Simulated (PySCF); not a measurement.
# Computed structure and properties of [BiI2]+

System: [BiI2]+ (singlet); start: template (C2v). Method: PySCF 2.14.0, RKS r2SCAN, Bi def2-SVP with ECP60, I def2-SVP with ECP28; non-relativistic Hamiltonian with scalar-relativistic core potentials where named; density fitting; no spin-orbit coupling.

Input of the relaxation:

```python
mol = gto.M(atom='''
Bi     0.00000     0.00000    -0.62922
I      2.56360    -0.00000     0.51808
I     -2.56360     0.00000     0.51808''',
    basis={'Bi': 'def2-SVP', 'I': 'def2-SVP'},
    ecp={'Bi': 'def2-SVP', 'I': 'def2-SVP'},
    charge=1, spin=0)
mf = dft.RKS(mol, xc='R2SCAN')
mf.grids.atom_grid = (50, 194)
mf = mf.density_fit()  # fitting sets: Bi def2-universal-JKFIT, I def2-universal-JKFIT
mf.conv_tol = 1e-08; mf.max_cycle = 55
mf.kernel(dm0)  # dm0: converged density of the start geometry
# quasi-Newton relaxation in Cartesian coordinates to a largest gradient under 0.00045 Eh/bohr, steps kept in the point group
```

Run from Python with OMP_NUM_THREADS=2; the lines above give its settings. Where DIIS fails, smearing, a level shift and second-order steps follow.
It took 14 s on 2 threads of Intel(R) Xeon(R) 6975P-C (Granite Rapids) (shared host), from the converged density of the start.

Course of the relaxation:

```tsv
step	energy above end (eV)	largest force component within the symmetry (eV/Å)
0	0.4113	0.689
1	0.2046	0.663
2	0.0326	0.348
3	0.0006	0.086
4	0.0001	0.042
5	0.0000	0.002
```

Relaxed geometry (C2v):

```xyz
3

Bi    0.0000    0.0000   -0.9831
I     2.1576    0.0000    0.6950
I    -2.1576    0.0000    0.6950
```

```csv
contact,Å
Bi1–I2 (I),2.733
Bi1–I3 (I),2.733
```

On the finer grid (75, 302):

The HOMO is -11.75 eV and the LUMO is -10.05 eV. The dipole about the centre of mass is 2.19 D. The set of Mulliken populations of Bi1 outside the core potential is s 3.95, p 8.13, d 10.15 and the D3(BJ) dispersion energy (not in the energies) is -0.034 eV.

```tsv
atom	Mulliken (e)	Löwdin (e)	spin (e)
Bi1	0.77	0.60	0.00
I2	0.12	0.20	0.00
I3	0.12	0.20	0.00
```

No frequency check is given for this geometry.

Taking off one I (charge -1, singlet; the rest: singlet) in vacuum, both parts rigid, costs 13.64 eV; the small basis without counterpoise inflates it. Most of it is the attraction of opposite charges; other ways to part are cheaper, and one spin state was tried for the rest.

Rigid scan of I along the line from its metal:

| distance to I2 (Å) | energy (eV) |
| --- | --- |
| 2.43 | 0.743 |
| 2.53 | 0.287 |
| 2.63 | 0.062 |
| 2.73 | 0.000 |
| 2.83 | 0.049 |
| 2.93 | 0.173 |
| 3.13 | 0.545 |
| 3.43 | 1.196 |
| 3.83 | 1.963 |
| 4.33 | 2.633 |

One start shape was tried, so this needn't be the lowest isomer.
